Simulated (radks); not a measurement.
The rubidium anion Rb- inside a hard spherical wall (all orbitals vanish at R), configuration held at [Kr] 5s2 and not refilled when levels cross. Calculated with a radial shooting solver on a logarithmic mesh with Libxc functionals: scalar-relativistic Kohn-Sham, r2SCAN, spin-unpolarised, spherical densities, finite nucleus; meta-GGA in the generalised Kohn-Sham scheme; Fermi nuclear charge, rms radius 4.2036 fm. Eigenvalues in eV, with the zero of energy where the potential of the charges vanishes at infinity; a dash marks a level that is unbound or too diffuse for the functional's potential to be trusted. A positive occupied level is held by the wall or, in an anion where self-interaction has pushed it up, behind a barrier. The pressure on the wall is -dE/dV.

[
 {"R (bohr)": "15", "E (hartree)": "-2981.69282", "kinetic (hartree)": "3053.824", "e(3d)": "-101.72", "e(4s)": "-29.052", "e(4p)": "-12.561", "e(5s)": "0.960", "e(5p, empty)": "2.025", "e(4d, empty)": "3.004", "pressure (GPa)": "0.0176"},
 {"R (bohr)": "7", "E (hartree)": "-2981.53208", "kinetic (hartree)": "3054.277", "e(3d)": "-97.676", "e(4s)": "-25.109", "e(4p)": "-8.716", "e(5s)": "4.887", "e(5p, empty)": "7.945", "e(4d, empty)": "8.280", "pressure (GPa)": "4.43"},
 {"R (bohr)": "6", "E (hartree)": "-2981.39772", "kinetic (hartree)": "3054.634", "e(3d)": "-96.131", "e(4s)": "-23.685", "e(4p)": "-7.371", "e(5s)": "7.337", "e(5p, empty)": "11.517", "e(4d, empty)": "10.339", "pressure (GPa)": "12.4"},
 {"R (bohr)": "2.5", "E (hartree)": "-2972.08466", "kinetic (hartree)": "3082.069", "e(3d)": "-54.050", "e(4s)": "9.056", "e(4p)": "28.077", "e(5s)": "110.31", "e(5p, empty)": "129.64", "e(4d, empty)": "59.754", "pressure (GPa)": "5670"},
 {"R (bohr)": "2", "E (hartree)": "-2959.09637", "kinetic (hartree)": "3116.091", "e(3d)": "-24.606", "e(4s)": "41.204", "e(4p)": "64.851", "e(5s)": "216.93", "e(5p, empty)": "241.29", "e(4d, empty)": "105.76", "pressure (GPa)": "24800"},
 {"R (bohr)": "1.5", "E (hartree)": "-2917.30865", "kinetic (hartree)": "3219.481", "e(3d)": "35.859", "e(4s)": "138.88", "e(4p)": "172.05", "e(5s)": "498.87", "e(5p, empty)": "525.54", "e(4d, empty)": "225.23", "pressure (GPa)": "159000"}
]
